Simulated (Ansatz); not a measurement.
Reaction (formal exchange of groups at the Si–N bond): `[SiH3]/N=C\[SeH]` + `CC(=N)CCl` → `N=C([SiH3])CCl` + `C/N=C/[SeH]`

Gas-phase electronic energies from Ansatz, PBE0-D4/def2-TZVP geometries. CCSD(T)/CBS is the MP2 limit (def2-TZVPP, def2-QZVPP) plus CCSD(T) − MP2 in def2-TZVPP, frozen cores. Double bonds are as drawn, so ΔE can hold a change between cis and trans. DFT in def2-TZVPP. B3LYP here is the variant with VWN-RPA as its local correlation; programs differ in this. For Se outer-core shells are correlated without core-valence functions, which leaves a few kJ/mol of doubt a bond. Scalar relativity is left out up to krypton. Each species was taken in one conformer, which may not be the lowest.

| level | ΔE (kcal/mol) |
| --- | --- |
| ωB97M-V | 22.6 |
| B2PLYP | 23.1 |
| B3LYP | 22.5 |
| SCS-MP2/def2-TZVPP | 23.1 |
| MP2/def2-QZVPP | 23.9 |
| HF/CBS(def2) | 24.6 |
| MP2/CBS(def2) | 24.1 |
| CCSD/CBS(def2) | 23.1 |

**Question.** What does CCSD(T)/CBS give? (Estimate.)

**Answer.** Ansatz gave: +22.9 kcal/mol. The listed levels differ from it by -0.3, 0.2, -0.4, 0.2, 1.0, 1.7, 1.2, 0.2 kcal/mol.

Largest T1 diagnostic among the species: 0.013.

In def2-TZVPP, CCSD(T) changes the Hartree–Fock value by −2.1 kcal/mol (the triples alone add −0.1 kcal/mol) and MP2 by −0.9 kcal/mol. From PBE to PBE0 (25 % exact exchange), in def2-TZVPP and without D4, ΔE moves by +0.8 kcal/mol.
